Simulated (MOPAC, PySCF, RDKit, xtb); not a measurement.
Torsional profile of H5NSSi, SMILES S[SiH2]N. Scanned: dihedral N1–Si2–S3–H8; all other coordinates were relaxed at GFN2-xTB. Points at φ and −φ are mirror images.

Geometry of the scan point at -90° (Å):
```
8

N      0.9766     0.6929     0.1007
Si    -0.0071    -0.7091     0.0270
S     -1.9526    -0.0178    -0.5917
H      1.9468     0.6226     0.3573
H      0.8326     1.4421    -0.5576
H     -0.1198    -1.2521     1.3720
H      0.3347    -1.7209    -0.9674
H     -2.4291     0.2028     0.6215
```

Levels of theory: MMFF94 // GFN2-xTB (RDKit); UFF // GFN2-xTB (RDKit); AM1, restricted, heats of formation // GFN2-xTB (MOPAC); PM7, restricted, heats of formation // GFN2-xTB (MOPAC); GFN1-xTB // GFN2-xTB (xtb); RHF/STO-3G = restricted Hartree-Fock/STO-3G // GFN2-xTB in PySCF.

Least-squares fit of E(φ) = a0 + Σ (a_n cos nφ + b_n sin nφ), n = 1 to 4, to the 24 scan points, in kcal/mol above the lowest point of each profile (levels whose profile four harmonics don't fit are not listed):

```csv
method,a0,a1,b1,a2,b2,a3,b3,a4,b4,rms of fit
MMFF94,0.31,-0.04,0.00,-0.18,0.00,0.27,0.00,0.07,0.00,0.04
UFF,0.88,-0.99,0.00,-0.08,0.00,0.25,0.00,0.02,0.00,0.05
AM1,0.88,-0.52,0.00,0.76,0.00,0.21,0.00,0.03,0.00,0.06
PM7,1.52,-1.58,0.00,0.52,0.00,0.46,0.00,0.06,0.00,0.08
GFN1-xTB,1.33,0.41,0.00,-0.35,0.00,0.56,0.00,0.07,0.00,0.05
RHF/STO-3G,1.09,-0.92,0.00,0.29,0.00,0.51,0.00,0.04,0.00,0.05
```

MMFF94 has few fitted parameters for silicon.
